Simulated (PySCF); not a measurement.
Species: C7H11NSi.
SMILES with atom numbers: `[CH2:1]=[CH:2][CH2:3][c:4]1[cH:5][cH:6][n:7]([SiH3:8])[cH:9]1` (hydrogens: H10, H11 on C1; H12 on C2; H13, H14 on C3; H15 on C5; H16 on C6; H17, H18, H19 on Si8; H20 on C9)

Geometry (PBE0-D3(BJ)/def2-SVP, Å), atoms numbered from 1 in this order:
```
atom  x, y, z in Å
C1     3.7540    0.1667    0.5103
C2     2.6564    0.4560   -0.1894
C3     1.6600   -0.5495   -0.6849
C4     0.2793   -0.3064   -0.1506
C5    -0.0935   -0.2021    1.2254
C6    -1.4453    0.0333    1.2690
N7    -1.9321    0.0914   -0.0215
Si8   -3.6345    0.2140   -0.4839
C9    -0.8720   -0.1204   -0.8819
H10    4.0072   -0.8674    0.7670
H11    4.4397    0.9472    0.8506
H12    2.4267    1.5038   -0.4201
H13    2.0015   -1.5631   -0.4129
H14    1.6226   -0.5163   -1.7874
H15    0.5753   -0.2767    2.0813
H16   -2.1060    0.1804    2.1220
H17   -4.3248    0.9841    0.5871
H18   -4.2651   -1.1314   -0.6203
H19   -3.6936    0.9235   -1.7920
H20   -1.0156   -0.1165   -1.9618
```

All values: PBE0/pcSseg-1 (PySCF, non-relativistic), on one gas-phase PBE0-D3(BJ)/def2-SVP geometry that isn't relaxed in the solvent. The solvent is an IEF-PCM continuum (cavity from Bondi-type radii × 1.2). Specific hydrogen bonds and non-electrostatic terms are outside this model.

```csv
run,E − E(gas) (kJ/mol),HOMO (eV),HOMO–LUMO gap (eV),dipole (D)
gas,0.00,-6.18,6.42,1.60
P,-17.81,-6.29,6.47,2.13
Q,-7.63,-6.20,6.45,1.84
```

Task: The runs were made in benzene and methanol. Which run belongs to which solvent?

Result: P = methanol, Q = benzene. The dielectric constants are 2.271 (benzene), 32.61 (methanol), and the energy falls further as ε rises. In this model the ground state sees the solvent through ε alone.

Task: How constant is the ratio of the lowering to (ε − 1)/(2ε + 1)?

Result: 
| solvent | (ε − 1)/(2ε + 1) | E − E(gas) (kJ/mol) | ratio (kJ/mol) | polarisation term (kJ/mol) |
| --- | --- | --- | --- | --- |
| benzene | 0.229 | -7.63 | -33.3 | -8.00 |
| methanol | 0.477 | -17.81 | -37.3 | -19.97 |

The ratio changes by +12.2 % in size from benzene to methanol. The polarisation term is half the interaction of the solute with the induced surface charges.
